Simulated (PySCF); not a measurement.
Species: C₇H₁₀N (doublet state).
Geometry (GFN2-xTB, Å), atoms numbered from 1 in this order:
```xyz
18
C7H10N angstrom
C      2.8328    0.2042   -0.4915
N      1.5948    0.3729   -0.5505
C      0.7333   -0.1363    0.4922
C      0.0062   -1.3286   -0.0158
C     -1.4669   -1.1932    0.0369
C     -1.7009    0.2203    0.5291
C     -1.1836    1.3123   -0.3546
C     -0.3701    0.8564    0.8192
H      3.4394    0.5631   -1.3103
H      3.3578   -0.2864    0.3369
H      1.3284   -0.3837    1.3969
H      0.5119   -2.1522   -0.4833
H     -1.9312   -1.3734   -0.9412
H     -1.9078   -1.9279    0.7253
H     -2.5634    0.4059    1.1524
H     -0.8220    1.0486   -1.3357
H     -1.6526    2.2827   -0.2977
H     -0.2148    1.5215    1.6554
```

The hyperfine couplings belong to this conformer and change with its torsions.

Identity: `C=N[C@@H]1[CH]C[C@@H]2C[C@@H]21` [radical].

Computed with PySCF 2.14.0, UKS B3LYP, pcH-1 on C H N, non-relativistic, mean-field spin-orbit, GIAO. One conformer (not necessarily the lowest) at the GFN2-xTB geometry, without solvent, vibrations or thermal averaging. A GFN2-xTB geometry isn't a minimum of the functional, and hyperfine couplings can be far from their values at a DFT geometry. No stability test was run, so a lower SCF solution isn't excluded.

Problem. What is the g tensor, term by term?

Solution. 
| Δg (ppm) | 1 | 2 | 3 |
| --- | --- | --- | --- |
| relativistic mass correction | -141 | -141 | -141 |
| gauge correction | 7 | 28 | 33 |
| orbital Zeeman/spin–orbit | -48 | 481 | 710 |
| total | -182 | 368 | 602 |

So g = 2.00214, 2.00269, 2.00292 and g_iso = 2.00258; the tensor is rhombic: the two nearest values differ by 30 % of g3 − g1. Axes: g3 points within 5° of the C3–C4 bond.

Problem. How much does each term add to the isotropic shift?

Solution. The orbital-Zeeman/spin–orbit term 381, the mass correction -141 and the gauge correction 22 ppm, for a total of 263 ppm. The orbital-Zeeman/spin–orbit term is the largest in size. The mass correction is the same along every axis, so the anisotropy comes from the other two: their spans along these axes are 26 (gauge) and 758 ppm (orbital Zeeman/spin–orbit).

Problem. At 33.857 GHz, how far is the centre of the isotropic spectrum from where a free electron (g = 2.002319) resonates?

Solution. B = hν/(g μB) with μB/h = 13.99624 MHz/mT gives 1208.10 mT for the free electron and 1207.94 mT at g_iso, 0.16 mT lower.

Problem. In a frozen sample, at which fields do the three g values resonate at 9.5, 34, 94 and 263 GHz (hyperfine left aside), and which band first spreads them over more than twice a line width of 0.3 mT?

Solution. 
| band | GHz | B(g3) mT | B(g2) mT | B(g1) mT | spread mT |
| --- | --- | --- | --- | --- | --- |
| X | 9.5 | 338.88 | 338.92 | 339.01 | 0.13 |
| Q | 34.0 | 1212.84 | 1212.98 | 1213.31 | 0.47 |
| W | 94.0 | 3353.15 | 3353.54 | 3354.46 | 1.31 |
| J | 263.0 | 9381.67 | 9382.77 | 9385.35 | 3.67 |

The spread grows in proportion to the frequency. W band is the first where it exceeds 0.6 mT.

Largest spin populations (Mulliken): C4 (+1.02) and C5 (-0.09). C4 is the only atom above +0.15. The positive populations add up to 1.19 and the negative ones to -0.19, together 2S = 1. The angles at C4 add up to 359.6°, so it is planar; its axial dipolar tensor and the negative coupling of its proton fit spin in a p orbital normal to that plane.

The HOMO–LUMO gaps are 5.11 eV among the α and 5.23 eV among the β orbitals.
